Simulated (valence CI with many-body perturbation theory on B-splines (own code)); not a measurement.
## Ga XIX in three bases

Calculated by relativistic CI+MBPT: three valence electrons over a frozen Dirac-Fock core [Ne], radial functions for each j: 9 s, 9 p, 8 d, 6 f, 3 g, 1 h, with the one-electron correlation potential Σ1 (screened to all orders), the two-electron term Σ2, the three-electron term Σ3, Breit, model QED; selected single and double excitations, second order for the rest, scaled by the run's own slope (own B-spline code, finite nucleus).

No measured levels were compared; by estimate levels of excited configurations hold to 0.05 to 0.15 % of their energy, terms of the ground configuration to about 0.5 %.

The reference run has the lowest level 3s2 3p 2P°_1/2 and an ionisation energy of 681.891 eV. Its largest variational space holds 8665 state functions.

Names give the largest LS component (configuration and term), which can be under half, so a name can repeat, a term be missing and a line seem to break the LS rules; names also repeat where a configuration has a term twice.

Changed runs:
A. basis 6 s, 6 p, 5 d, 3 f, 1 g
B. basis 5 s, 5 p, 4 d, 2 f

Excitation energies of the reference run in cm⁻¹, and shifts in cm⁻¹:

| Level | Reference | A | B |
| --- | --- | --- | --- |
| 3s2 3p 2P°_3/2 | 46587 | -3.9 | -7.7 |
| 3s 3p2 4P_1/2 | 313717 | -101 | -317 |
| 3s 3p2 4P_3/2 | 335353 | -112 | -348 |
| 3s 3p2 4P_5/2 | 356456 | -101 | -312 |
| 3s 3p2 2D_3/2 | 425614 | +34 | +104 |
| 3s 3p2 2D_5/2 | 435266 | +22 | +67 |
| 3s 3p2 2S_1/2 | 501537 | +158 | +487 |
| 3s 3p2 2P_1/2 | 548814 | +155 | +485 |
| 3s 3p2 2P_3/2 | 560257 | +118 | +389 |
| 3s2 3d 2D_3/2 | 645337 | +297 | +953 |
| 3s2 3d 2D_5/2 | 651401 | +296 | +944 |
| 3p3 2D°_3/2 | 799239 | -29 | -141 |
| Ionisation energy (eV) | 681.891 | -0.014 | -0.044 |
